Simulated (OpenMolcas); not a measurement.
Computed transition rates of As

```yaml
Program: OpenMolcas 26.06
Method: "SS-CASPT2, IPEA 0.25 Eh, imaginary shift 0.1 Eh (closed shells correlated: 3d)"
Basis: ANO-RCC-VTZP [6s5p3d1f]
Scalar_Hamiltonian: DKH2, point nucleus
Active_space: 5 electrons in 8 orbitals (4s 4p 5s 5p)
State_averaging: 2S+1 = 4 odd, 1 root; 2S+1 = 2 odd, 8 roots; 2S+1 = 4 even, 3 roots
Spin-orbit_coupling: state interaction with AMFI integrals over the reference wave functions, term energies averaged over their components
```

Rates come from the transition moments of the reference wave functions (E1 and E2 in the length form). At fixed line strength A goes as λ^-3 for E1 and M1 and as λ^-5 for E2, so a rate at the computed wavelength can be rescaled to the measured one. Measured vacuum wavelengths follow from level energies in NIST Handbook of Basic Atomic Spectroscopic Data. Branching counts decays inside the model space alone, at computed energies, and the table is only a selection of the E2 and M1 lines, drawn from those between levels with measured partners whose computed energy lies within a factor of 1.5 of the measured one.

```tsv
Upper	Lower	Type	λ computed (nm)	λ measured (nm)	A computed (s-1)	A rescaled (s-1)	Branching %
4s2 4p3 2D* 5/2	4s2 4p3 2D* 3/2	M1	37580	31040	1.98e-04	3.51e-04	4.2
4s2 4p3 2P* 1/2	4s2 4p3 2D* 5/2	E2	1408	1375	6.27e-02	7.06e-02	7.4
4s2 4p3 2P* 1/2	4s2 4p3 2D* 3/2	M1	1357	1317	2.13e-01		25.2
4s2 4p3 2P* 1/2	4s2 4p3 2D* 3/2	E2	1357	1317	1.11e-01	1.29e-01	13.1
4s2 4p3 2P* 3/2	4s2 4p3 2D* 5/2	M1	1352	1293	1.96e-01		10.6
4s2 4p3 2P* 3/2	4s2 4p3 2D* 5/2	E2	1352	1293	1.31e-01	1.64e-01	7.1
4s2 4p3 2P* 3/2	4s2 4p3 2D* 3/2	M1	1305	1241	3.81e-01		20.6
4s2 4p3 2P* 3/2	4s2 4p3 2D* 3/2	E2	1305	1241	5.93e-02	7.63e-02	3.2
4s2 4p3 2D* 3/2	4s2 4p3 4S* 3/2	M1	848.3	944	3.55e-02		94.3
4s2 4p3 2D* 3/2	4s2 4p3 4S* 3/2	E2	848.3	944	2.14e-03		5.7
4s2 4p3 2D* 5/2	4s2 4p3 4S* 3/2	E2	829.6	916.2	3.71e-03		78.7
4s2 4p3 2D* 5/2	4s2 4p3 4S* 3/2	M1	829.6	916.2	8.08e-04		17.1
4s2 4p3 2P* 1/2	4s2 4p3 4S* 3/2	M1	522	549.9	4.59e-01		54.2
4s2 4p3 2P* 3/2	4s2 4p3 4S* 3/2	M1	514.1	536.3	1.08e+00		58.6
```

Spin-changing lines and M1 lines between different terms are not rescaled, since their strength hangs on the term gaps too.

The largest correction is for 4s2 4p3 2D* 5/2 → 4s2 4p3 2D* 3/2 (M1): 1.98e-04 × (37580 / 31040)^3 = 3.51e-04 s-1, a factor of 1.77.

No measured rate stands beside these. Rescaling mends the energy factor alone: line strengths can still be far off where a level mixes with configurations outside the active space, and weak or spin-changing lines hang on small mixing coefficients that depend on the term gaps too, so rescaling need not improve them.

Term energies are means over components that CASPT2 splits; among the terms shown or strongly mixed into the levels shown the widest spread is 92 cm-1 (4s2 4p3 2D*). Active for correlation alone: 5p 5s; no level in the range computed is led by a configuration that fills them, so any true level of that kind is missing. Computed and measured levels are paired by configuration, term and J; levels that our copy of the source lacks, or whose pairing is in doubt (as where it misses far off the trend of its configuration), stay unpaired. Only configurations of the active space appear.

* marks odd parity.
